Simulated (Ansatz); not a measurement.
A nudged elastic band was laid between two geometries of BFH3NO + H2 (9 atoms, charge 0, multiplicity 1).

Computed with RKS BHLYP-D4/6-31G* (Ansatz).

- movable images: 7
- climbing image: yes
- spring: 5.0 eV/Å²
- optimiser: quadratic models (default)
- start path: through a guess of the saddle point
- force threshold: 0.05 eV/Å
- iteration limit: 60
- end points: relaxed

Initial state:

```xyz
9
Properties=species:S:1:pos:R:3
B -0.159 -0.426 -0.445
F -0.042 -0.186 0.871
O 0.960 -0.660 -1.179
H 1.749 -0.623 -0.642
N -1.424 -0.432 -1.032
H -2.259 -0.260 -0.510
H -1.560 -0.604 -2.007
H 0.120 2.717 2.119
H 0.078 2.029 1.860
```

Final state:

```xyz
9
Properties=species:S:1:pos:R:3
B -0.659 0.412 -0.261
F 1.427 1.042 2.299
O 0.621 -0.007 0.023
H 0.925 -0.775 -0.460
N -1.464 -0.209 -1.217
H -1.201 -1.000 -1.773
H -2.391 0.116 -1.404
H -1.057 1.345 0.351
H 1.265 0.630 1.477
```

(1) What changes between the two ends?

(2) What energy profile does the band end with?

(3) What is the geometry of the highest image?

The band took 36 iterations and about 10 core-minutes.

Results:

(1) Bonds broken: B1–F2, H8–H9. Bonds formed: B1–H8, F2–H9. BFH3NO + H2 becomes BH4NO + FH.

(2) It converged. The highest image is number 5 of 0 to 8, 3.08 eV above the first end and 1.73 eV above the last; the last end lies 1.35 eV above the first. The profile has 2 maxima (images 2, 5) with wells between them (image 4): this band takes more than one step, which may be the mechanism or a detour left from its start path. Neighbouring images differ by up to 2.8 eV, so the band resolves the path poorly. A vibrational analysis at the climbing image gives one clearly imaginary mode, 1380i cm⁻¹: a first-order saddle point. The orbitals stay closed-shell, which can raise the energy where a bond breaks towards radicals; this wasn't checked here.

| image | path coordinate (Å) | energy (eV) | B1–F2 (Å) | H8–H9 (Å) | B1–H8 (Å) |
| --- | --- | --- | --- | --- | --- |
| 0 | 0.00 | 0.00 | 1.34 | 0.74 | 4.07 |
| 1 | 1.55 | 0.03 | 1.34 | 0.74 | 3.50 |
| 2 | 3.10 | 0.43 | 1.33 | 0.74 | 3.51 |
| 3 | 4.65 | 0.35 | 1.33 | 0.74 | 3.51 |
| 4 | 6.20 | 0.24 | 1.33 | 0.73 | 2.58 |
| 5 | 7.75 | 3.08 | 1.67 | 1.00 | 1.35 |
| 6 | 9.17 | 1.59 | 2.71 | 2.06 | 1.19 |
| 7 | 10.59 | 1.35 | 3.09 | 2.71 | 1.18 |
| 8 | 12.00 | 1.35 | 3.36 | 2.68 | 1.18 |

(3) 
```xyz
9
Properties=species:S:1:pos:R:3
B -0.033 0.229 -0.032
F -0.224 0.280 1.631
O 1.164 -0.397 -0.235
H 1.220 -0.762 -1.116
N -1.211 -0.061 -0.778
H -1.422 -1.026 -0.954
H -2.046 0.465 -0.602
H 0.072 1.573 0.089
H -0.056 1.253 1.031
```

The run took 10 min on 1 thread of Arm Neoverse V1, with other jobs on the host, peak memory 0.13 GiB.
